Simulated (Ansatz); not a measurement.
Results of the Gaussian-basis code of Ansatz.

A structure relaxed at PBE0-D4/def2-TZVP, charge 0, multiplicity 1:

Cartesian coordinates in Å:
```
O 0.3797 -0.4188 2.1567
C 0.3409 -0.5701 0.7843
O -0.7582 -1.2709 0.3397
F 1.4650 -1.3275 0.5304
N 0.3503 0.6472 0.0894
Si -0.3267 0.8436 -1.5023
H -0.3395 0.1780 2.3871
H -0.7001 -2.1635 0.6961
H 1.1042 1.2477 0.3829
H 0.1668 2.1745 -1.9415
H -1.8078 0.8552 -1.4608
H 0.1253 -0.1951 -2.4620
```

Q: Give its formula and SMILES.

A: CH6FNO2Si, `OC(O)(F)N[SiH3]`.

Q: Summarise the bond lengths by kind.

A: 2 × C–O 1.377 to 1.381 Å; 2 × H–O 0.963 Å; 1 × C–F 1.379 Å; 1 × C–N 1.402 Å; 1 × N–Si 1.741 Å; 1 × H–N 1.008 Å; 3 × H–Si 1.482 to 1.486 Å.
